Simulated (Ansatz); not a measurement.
Basis-set series for H₃OSn (`[OH][SnH2]`) radical. Charge 0, multiplicity 2. Sn: def2 effective core potential. Geometry: relaxed with PBE0-D4/def2-TZVP.

Cartesian coordinates in Å:
```
O -1.150 0.644 -0.145
Sn 0.392 -0.576 -0.338
H -0.977 1.529 -0.475
H 1.784 0.276 0.250
H -0.048 -1.873 0.707
```

| functional | basis | functions | energy (Eh) | HOMO (eV) | LUMO (eV) |
| --- | --- | --- | --- | --- | --- |
| PBE0-D4 | def2-TZVPP | 123 | -291.25381 | -6.16 | -3.15 |
| PBE0-D4 | def2-QZVPP | 229 | -291.26096 | -6.19 | -3.18 |
| ωB97M-V | def2-TZVPP | 123 | -291.24918 | -8.19 | -1.43 |
| ωB97M-V | def2-QZVPP | 229 | -291.25627 | -8.22 | -1.48 |

Q: Give the rows for def2-SVP. (An estimate is asked.)

A: Computed: 
```
functional     basis  functions  energy (Eh)  HOMO (eV)  LUMO (eV)
   PBE0-D4  def2-SVP         55   -291.14140      -6.02      -3.04
   ωB97M-V  def2-SVP         55   -291.13273      -8.01      -1.23
```

HOMO and LUMO are taken over both spins.
